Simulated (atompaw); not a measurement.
**Pd PAW (atompaw): all-electron and pseudo phase curves**

- Element: palladium
- Generator: atompaw 4.2.0.5
- Type: PAW
- Functional: PBEsol
- Relativity: scalar-relativistic
- Frozen core: [Ar] 3d10
- Valence charge: 18
- Reference configuration: 4s2 4p6 4d9.5 5s0 5p0 (charge +0.5)
- Partial waves: 4s (bound): rc 1.60 bohr; 5s (bound, empty): rc 1.45 bohr; 4p (bound): rc 1.70 bohr; 5p (bound, empty): rc 1.70 bohr; 4d (bound): rc 1.70 bohr; 4d channel at 0.8 Ry: rc 1.70 bohr
- Local potential: bessel scheme, radius 1.40 bohr
- Core correction: smooth core density matched at 1.40 bohr
- Augmentation charge: besselshape compensation charge, radius 1.45 bohr; PAW radius 1.70 bohr; waves and projectors: custom polynom vanderbiltortho

The phase is arctan(r·u′/u) with u = r·R(r), unwrapped; energies in Ry, scanned from -9 to 5 Ry. A pole is an energy at which the radial function vanishes at the test radius. The pseudo phase is shifted by a multiple of π to meet the all-electron one at the reference energy, and phase errors are pseudo minus all-electron; the curves can meet again beyond the range given. Levels narrower than the energy grid can be missing from the lists of poles.

Q: For each channel, where are the poles, and over which energies does the pseudopotential scatter like the atom?

A:

```tsv
channel	radius (bohr)	reference energy (Ry)	poles, all-electron	poles, pseudo	unbroken range about the reference energy with phases within 0.05 rad	phase error 1 Ry above the reference energy (rad)
s	1.71	-0.51	-6.15	-6.15	the whole range	-0.000
p	1.71	-0.21	-3.31	-3.31	the whole range	+0.000
d	1.71	-0.66	1.21	1.21	the whole range	-0.000
```

Phases in the s channel:

| E (Ry) | all-electron | pseudo |
| --- | --- | --- |
| -9.00 | 1.277 | 1.277 |
| -8.52 | 1.238 | 1.238 |
| -8.04 | 1.167 | 1.167 |
| -7.56 | 0.984 | 0.984 |
| -7.08 | -0.051 | -0.051 |
| -6.60 | -1.357 | -1.357 |
| -6.12 | -1.579 | -1.579 |
| -5.64 | -1.661 | -1.661 |
| -5.16 | -1.707 | -1.707 |
| -4.68 | -1.740 | -1.740 |
| -4.20 | -1.767 | -1.767 |
| -3.72 | -1.791 | -1.792 |
| -3.24 | -1.815 | -1.816 |
| -2.76 | -1.841 | -1.841 |
| -2.28 | -1.868 | -1.868 |
| -1.80 | -1.899 | -1.899 |
| -1.32 | -1.936 | -1.936 |
| -0.84 | -1.981 | -1.981 |
| -0.36 | -2.037 | -2.037 |
| 0.12 | -2.111 | -2.111 |
| 0.60 | -2.213 | -2.213 |
| 1.08 | -2.359 | -2.360 |
| 1.56 | -2.576 | -2.577 |
| 2.04 | -2.893 | -2.894 |
| 2.52 | -3.292 | -3.295 |
| 3.00 | -3.673 | -3.677 |
| 3.48 | -3.957 | -3.961 |
| 3.96 | -4.148 | -4.152 |
| 4.44 | -4.278 | -4.282 |
| 4.92 | -4.370 | -4.373 |
